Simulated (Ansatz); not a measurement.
Mulliken charges of `FC(F)CBr` from ωB97M-V/def2-TZVPP in Ansatz (PBE0-D4/def2-TZVP geometry).

```csv
atom,x (Å),y (Å),z (Å),charge (e)
F1,-0.301,-0.267,1.681,-0.186
C2,0.477,-0.173,0.582,0.260
F3,1.126,-1.360,0.441,-0.194
C4,-0.362,0.046,-0.650,-0.209
Br5,-1.179,1.792,-0.622,-0.072
H6,1.221,0.612,0.748,0.099
H7,0.264,-0.009,-1.538,0.150
H8,-1.154,-0.699,-0.697,0.151
```

**Question.** By hand: the dipole of these point charges (1 e Å = 4.8032 D).

**Answer.** Σ q r = (0.108, 0.084, -0.328) e Å, of length 0.355 e Å = 1.71 D.

**Question.** How does the dipole of the full density compare? (Estimate.)

**Answer.** Ansatz gave: (0.125, 0.015, -0.272) e Å, 1.44 D; the point charges give 1.19 times that, at 13° from its direction.

Point charges leave out the atoms' own dipoles, such as those of lone pairs, and Mulliken's split depends on the basis, so the two needn't agree.
